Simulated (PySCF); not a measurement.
# Electronic absorption of C3H4FN3

C₃H₄FN₃.
SMILES: `CC1=C(F)N=NN1`

Computed with PySCF 2.14.0, density-fitted response routines, TDDFT CAM-B3LYP/def2-SVPD, vertical, gas phase, core orbitals frozen in the response. Isolated species at its GFN2-xTB geometry, gas phase.

```
state  E (eV)  λ (nm)       f  symmetry  main configurations (H = HOMO, L = LUMO)
   S1    5.80   213.8  0.0097        A″                               H-1→L (96%)
   S2    6.35   195.4   0.170        A′                                 H→L (93%)
   S3    6.68   185.6  0.0002         –                               H→L+1 (92%)
   S4    7.28   170.2  0.0060        A″                               H→L+2 (93%)
   S5    7.57   163.8   0.029        A′                  H-2→L (65%), H→L+4 (29%)
   S6    7.70   161.1  0.0046        A′                             H-1→L+1 (85%)
   S7    7.78   159.4  0.0001         –                 H-3→L (84%), H-1→L+4 (9%)
   S8    7.95   155.9  0.0033        A″                H-1→L+4 (79%), H-3→L (10%)
```

Triplets, Tamm–Dancoff:

```json
{"state": "T1", "E (eV)": "4.30", "λ (nm)": "288.3", "main configurations (H = HOMO, L = LUMO)": "H→L (93%)"}
{"state": "T2", "E (eV)": "4.80", "λ (nm)": "258.1", "main configurations (H = HOMO, L = LUMO)": "H-1→L (86%), H-1→L+4 (10%)"}
{"state": "T3", "E (eV)": "5.74", "λ (nm)": "216.1", "main configurations (H = HOMO, L = LUMO)": "H-2→L (85%)"}
```

The lowest singlet comes at 214 nm (560 kJ/mol) in the ultraviolet; it is weak; its leading configuration is HOMO-1→LUMO (96%). The most intense listed level is S2 at 6.35 eV (195 nm, f = 0.170), 0.55 eV above S1. Löwdin shares by element: HOMO carbon 47% or more, nitrogen 21% or more, fluorine 11% (atoms not listed hold the other 21%); LUMO nitrogen 63%, carbon 17% or more (atoms not listed hold the other 20%). Weighted by f, the mean energy of these states is 6.56 eV. The oscillator strengths of these states sum to 0.223; summed over the whole spectrum of an exact calculation they would give the number of electrons, 52 (Thomas–Reiche–Kuhn). Of the 8 states listed, 2 reach f = 0.01 and 2 stay under 0.0005. No computed singlet lies in the visible range (380 to 750 nm); the lowest, at 214 nm, stands 2.54 eV above its violet end (3.26 eV). Symmetry labels in Cs follow from the direction of the transition dipole and are given only for states with f of 0.002 or more. Singlets were solved by full linear response, triplets in the Tamm–Dancoff approximation.
